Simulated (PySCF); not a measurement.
B3LYP on C⁻ (carbon, charge -1), [He] 2s2 2p3, high-spin 4S determinant. All numbers are calculated (PySCF 2.14, scalar relativity by spin-free X2C-1e, in dyall-av3z (15s9p3d2f, 71 functions)).

```
cycle= 1 E= -37.9277140528441  delta_E= -0.00683  |g|= 0.016  |ddm|= 0.155
cycle= 2 E= -37.9274422039561  delta_E= 0.000272  |g|= 0.024  |ddm|= 0.0376
cycle= 3 E= -37.9279242399829  delta_E= -0.000482  |g|= 0.00163  |ddm|= 0.0261
cycle= 4 E= -37.9279262556266  delta_E= -2.02e-06  |g|= 0.000365  |ddm|= 0.00194
cycle= 5 E= -37.9279263739785  delta_E= -1.18e-07  |g|= 2.02e-05  |ddm|= 0.000414
cycle= 6 E= -37.9279263746207  delta_E= -6.42e-10  |g|= 1.96e-06  |ddm|= 6.12e-05
converged SCF energy = -37.9279263746207  <S^2> = 3.7539657  2S+1 = 4.0019823
```

Highest occupied orbital energy: 1.077 eV; ⟨L²⟩ = 0.00; populations by l: s 4.00, p 3.00, d 0.00, f 0.00.

Can this result be used?

With care. The run converged. At B3LYP the highest occupied level has a positive energy, so only the finite basis holds that electron; in a semilocal or global hybrid functional this comes from self-interaction and does not mean that the real anion is unbound.
